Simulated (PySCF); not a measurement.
## Working out the ionisation energy of Ne⁺

Ne⁺ [He] 2s2 2p5 (2P) → Ne²⁺ [He] 2s2 2p4 (3P). Calculation: PySCF 2.14, in def2-SVP; the non-relativistic Hamiltonian (point nucleus). Frozen: 1s2. Energies in hartree (1 hartree = 27.21139 eV):

```csv
part,Ne⁺ (lower),Ne²⁺ (upper)
UHF,-127.648288,-126.194974
CCSD correlation,-0.140699,-0.101978
(T),-0.001056,-0.000663
```

Problem. What does Hartree-Fock give?

Solution. (-126.194974) − (-127.648288) = 1.453314 hartree = 39.547 eV.

Problem. What do CCSD and CCSD(T) give?

Solution. The CCSD correlation energies differ by 0.038721 hartree = 1.054 eV and the triples by 0.000393 hartree = 0.011 eV, so CCSD gives 40.601 eV and CCSD(T) 40.612 eV.

Reference: 40.963 eV (measured; NIST Atomic Spectra Database, ionization energies), between the lowest levels; spin-orbit coupling is absent from the calculation.

A double-zeta basis recovers only part of the correlation energy.

What remains against the reference includes basis incompleteness, the frozen core and higher excitations.
